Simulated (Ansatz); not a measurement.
Program: Ansatz. Geometries: PBE0-D4/def2-TZVP. ΔE: electronic, gas phase. CCSD(T)/CBS is the MP2 limit (def2-TZVPP, def2-QZVPP) plus CCSD(T) − MP2 in def2-TZVPP, frozen cores. This one scheme is used for every species. DFT in def2-TZVPP. Each species was taken in one conformer, which may not be the lowest.

Consider the formal exchange of groups at a B–Cl bond: `CB(F)BCl` + `C=C` → `C=CBB(C)F` + HCl.

```json
{"level": "PBE0-D4", "ΔE (kJ/mol)": "69.8"}
{"level": "PBE", "ΔE (kJ/mol)": "71.2"}
{"level": "r2SCAN", "ΔE (kJ/mol)": "72.5"}
{"level": "MP2/def2-TZVPP", "ΔE (kJ/mol)": "71.3"}
{"level": "CCSD/def2-TZVPP", "ΔE (kJ/mol)": "70.7"}
{"level": "MP2/def2-QZVPP", "ΔE (kJ/mol)": "71.5"}
{"level": "SCS-MP2/def2-QZVPP", "ΔE (kJ/mol)": "71.8"}
{"level": "HF/CBS(def2)", "ΔE (kJ/mol)": "74.2"}
```

Question: What does CCSD(T)/CBS give? (Best estimate.)

Answer: The calculation gave: +71.1 kJ/mol. The listed levels differ from it by -1.3, 0.1, 1.4, 0.2, -0.4, 0.4, 0.7, 3.1 kJ/mol.

Largest T1 diagnostic among the species: 0.013.

In def2-TZVPP, CCSD(T) changes the Hartree–Fock value by −4.2 kJ/mol (the triples alone add −0.1 kJ/mol) and MP2 by −3.4 kJ/mol.
